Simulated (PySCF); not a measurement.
Job file and geometry (Å, from PBE0-D3(BJ)/def2-SVP) of an NMR shielding run on `[O]=[Re-](=[O])(=[O])=[O]`, [O$_{4}$Re]-, GIAO B3LYP/pcSseg-1 Re:def2-TZVP NMR shielding, core potentials past Kr, else non-relativistic, gas phase in PySCF; density fitting, a coarse starting grid and PySCF grid level 2 are the driver's defaults:

```
{"job": {"kind": "nmr", "xc": "B3LYP", "basis": {"default": "pcSseg-1", "Re": "def2-TZVP"}, "pop": false}, "charge": -1, "multiplicity": 1}
Re    -0.000405    -0.000010    -0.000047
O      0.020760    -0.012852     1.728897
O      1.622771     0.007876    -0.594725
O     -0.824506     1.414766    -0.556564
O     -0.818631    -1.409770    -0.577552
```

Problem. Write the output of this run.

Solution. 
```
coarse grid: 29656 points
cycle   1  E = -378.4123310218  dE = -1.910e+01  |g| = 2.406e+00  |ddm| = 8.548e+00
cycle   2  E = -371.8015444831  dE =  6.611e+00  |g| = 6.231e+00  |ddm| = 5.241e+00
cycle   3  E = -379.3992609938  dE = -7.598e+00  |g| = 5.393e-01  |ddm| = 4.400e+00
cycle   4  E = -379.4406021831  dE = -4.134e-02  |g| = 2.763e-01  |ddm| = 6.114e-01
cycle   5  E = -379.4562994625  dE = -1.570e-02  |g| = 3.299e-02  |ddm| = 1.955e-01
cycle   6  E = -379.4563485229  dE = -4.906e-05  |g| = 2.798e-02  |ddm| = 2.113e-02
cycle   7  E = -379.4564940886  dE = -1.456e-04  |g| = 3.706e-03  |ddm| = 1.391e-02
cycle   8  E = -379.4564964968  dE = -2.408e-06  |g| = 1.297e-04  |ddm| = 1.807e-03
final grid: 60424 points
cycle   9  E = -379.4563688917  dE = -1.265e-08  |g| = 4.728e-04  |ddm| = 5.664e-04
cycle  10  E = -379.4563685342  dE =  3.574e-07  |g| = 1.474e-03  |ddm| = 9.615e-04
cycle  11  E = -379.4563689315  dE = -3.973e-07  |g| = 5.922e-05  |ddm| = 7.444e-04
cycle  12  E = -379.4563689319  dE = -3.583e-10  |g| = 3.906e-05  |ddm| = 4.635e-05
cycle  13  E = -379.4563689322  dE = -2.779e-10  |g| = 6.165e-06  |ddm| = 2.373e-05
converged SCF energy = -379.4563689322

GIAO shielding tensors (ppm)
atom      isotropic    diamagn.    paramagn.     s11        s22        s33       span
  0 Re         nan         nan         nan        nan        nan        nan        nan
  1 O     -326.408     399.931    -726.338   -364.025   -363.492   -251.706    112.319
  2 O     -326.233     399.922    -726.155   -363.762   -363.386   -251.552    112.210
  3 O     -326.449     399.936    -726.385   -364.239   -363.549   -251.560    112.679
  4 O     -326.433     399.936    -726.369   -364.197   -363.630   -251.474    112.723
```

Problem. Turn these shieldings into chemical shifts. δ = σ(ref) − σ, references computed at the same level: H2O for 17O (σref 334.04).

Solution. Averaging equivalent atoms: O 1/2/3/4: 660.4 ppm. No reference was computed at this level for Re. Unscaled 17O shifts of doubly bonded oxygen tend to come out too high, by tens of ppm or more. Experimental scales use liquid or dissolved standards, which lie at an offset from isolated H2O (liquid H2O: subtract about 36 ppm).

Re is described by an effective core potential, so it has no shielding of its own here; spin–orbit effects on the atoms bonded to it, which can be large, are absent, and the values of these neighbours are rough.

Size and cost of the density-fitted run: 108 basis functions, 6.8 s wall time on 1 thread of an x86-64 server CPU, shared host.
